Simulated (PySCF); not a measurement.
SMILES C([SiH2]C#N)C, GFN2-xTB optimised geometry.

```
12

C      1.13    -0.21    -1.20
C      0.53    -0.93     0.00
Si    -1.37    -0.93     0.00
C     -1.90     0.86     0.00
N     -2.22     1.96     0.00
H      0.82    -0.68    -2.13
H      0.81     0.83    -1.22
H      2.22    -0.23    -1.16
H      0.90    -0.46     0.92
H      0.89    -1.96     0.02
H     -1.92    -1.52    -1.22
H     -1.92    -1.53     1.22
```

Density from PBE0/def2-TZVP (PySCF) at that geometry.

Minimum of the electron density along straight lines between bonded atoms, close to the bond critical point (lines longer than 1.1 times the sum of covalent radii, or with two minima, are not listed):

```csv
bond,length / Å,ρ at the minimum / e bohr⁻³,∇²ρ there / e bohr⁻⁵,position (fraction from the first atom)
C1–C2,1.527,0.240,-0.58,0.50
C2–Si3,1.902,0.120,0.13,0.61
Si3–C4,1.870,0.108,0.28,0.39
C4–N5,1.146,0.505,-0.02,0.34
C1–H6,1.088,0.279,-0.96,0.64
C1–H7,1.088,0.280,-0.96,0.64
C1–H8,1.089,0.279,-0.96,0.64
C2–H9,1.093,0.274,-0.92,0.64
C2–H10,1.092,0.274,-0.92,0.64
Si3–H11,1.465,0.126,0.17,0.49
Si3–H12,1.464,0.126,0.18,0.49
```
